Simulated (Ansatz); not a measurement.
Saddle point of Si₂H₇ClO₃F₂, singlet (Si₂H₃ClOF₂ ([F][Si]([F])([Cl])[O][SiH3]) + H₂O + H₂O → SiHClOF₂ ([OH][Si]([F])([F])[Cl]) + SiH₄O ([OH][SiH3]) + H₂O; bonds formed: O2–H9, H7–O10; dative contacts that become bonds: Si1–O8; bonds broken: H7–O8, H9–O10), PBE0-D4/def2-TZVP structure:

Si1  (-1.218, -0.115, 0.412)
O2  (0.113, -0.169, -0.676)
Si3  (0.600, 0.893, -1.886)
F4  (-1.167, -1.759, 0.547)
F5  (-2.722, -0.141, -0.105)
Cl6  (-1.267, 2.099, 0.327)
H7  (0.762, -0.806, 1.681)
O8  (-0.547, -0.023, 1.974)
H9  (0.984, -0.839, 0.110)
O10  (1.434, -1.258, 1.035)
H11  (1.380, 2.017, -1.325)
H12  (1.493, 0.063, -2.735)
H13  (-0.573, 1.342, -2.659)
H14  (-0.471, 0.894, 2.259)
H15  (1.200, -2.198, 1.041)
(Å)

Energies are electronic, without zero-point energy. Barriers and step energies count from the start structure reached by relaxing down the imaginary mode; all methods use the PBE0-D4 structures, on which another method's saddle can fall below an end. Computed with Ansatz 0.2.0 (basis: def2-TZVPP, with def2-QZVPP for the basis limit); correlated methods freeze the cores. B3LYP uses VWN-RPA correlation. Extrapolation: Hartree–Fock as exp(−7.88 √X), correlation as X^−2.97.

```csv
method,barrier (kcal/mol),step energy (kcal/mol)
SPW92,2.87,2.65
PBE-D4,11.14,5.97
BLYP-D4,13.73,7.31
r2SCAN-D4,12.13,6.69
B97M-V,16.18,8.34
PBE0-D4,12.87,6.41
B3LYP-D4,?,7.49
r2SCAN0-D4,13.33,6.79
BHLYP-D4,?,7.96
CAM-B3LYP-D4,14.41,7.46
wB97X-V,14.94,7.60
wB97M-V,14.62,7.12
B2PLYP,15.92,7.93
PBE-QIDH,14.08,6.92
RPA on PBE,16.21,8.51
HF,25.64,11.24
MP2,?,7.44
CCSD,17.37,8.47
CCSD(T),15.66,7.98
```

Question: Fill in the withheld barriers. (An estimate is asked for; the value comes from the calculation.)

Answer: The calculation gives: B3LYP-D4 14.85; BHLYP-D4 16.99; MP2 14.38 kcal/mol. Each is the energy of the saddle less that of the start structure, by the same method.

For comparison, the barrier by CCSD(T) at an estimated basis limit (MP2 extrapolated from triple and quadruple zeta, plus CCSD(T) − MP2 in triple zeta) is 15.56 kcal/mol.

T1 diagnostic: at most 0.012.

Labels in which every atom is bracketed show which atoms are joined, not bond orders.

For scale, one of the runs: CCSD(T)/def2-TZVPP, 379 basis functions, launched by `ansatz run in.yaml --threads 4 --pin off --events-out ev --progress --plain --max-ram 66560MiB --backend cuda --devices 0, --max-vram 37GiB`. Hardware: 4 CPU threads of an AMD EPYC 7R13 and a share of one NVIDIA H100, shared host. Wall time 31 s; peak host memory 0.92 GiB.
